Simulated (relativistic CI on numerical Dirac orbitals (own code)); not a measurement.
Ni4+: 3s photoemission

Computed with this model: Dirac-Coulomb-Breit CI, orbitals from a KLI potential per configuration, model QED (radiative potential, 1s self-energy scaled to tabulated hydrogen-like ionisation energies), valence Slater integrals scaled by 0.8, multiplet model of photoemission in the sudden approximation; configurations [Ar] 3d6 → [Ne] 3s 3p6 3d6; 80 K; Lorentzian 2.1 eV and Gaussian 0.6 eV FWHM. Energies are those of the free ion, without screening or charge transfer. The energies are binding energies and can lie tens of eV above those of solids. Without intra-shell correlation the exchange splitting of an s hole comes out too large, often by half or more. S is read from ⟨S²⟩ = S(S + 1).

Field parameters in Wybourne normalisation: Oh B⁴₀ = 21Dq, B⁴₄ = √(5/14) B⁴₀. The field is a parameter set, without covalency.

free ion: ground-state S = 2.00, centroid 194.73 eV. Peaks (eV, height): 190.0 (100), 201.8 (67).

Oh, 10Dq = 22600 cm⁻¹: ground-state S = 0.06, centroid 195.05 eV. Peaks (eV, height): 195.0 (100).

Strongest unbroadened transitions for free ion:

| Energy (eV) | Relative strength |
| --- | --- |
| 190.07 | 100.0 |
| 190.18 | 8.1 |
| 195.97 | 0.0 |
| 196.01 | 0.1 |
| 197.52 | 0.0 |
| 200.78 | 0.1 |
| 201.73 | 71.1 |
| 201.86 | 0.0 |
| 203.01 | 0.6 |
| 203.46 | 0.0 |
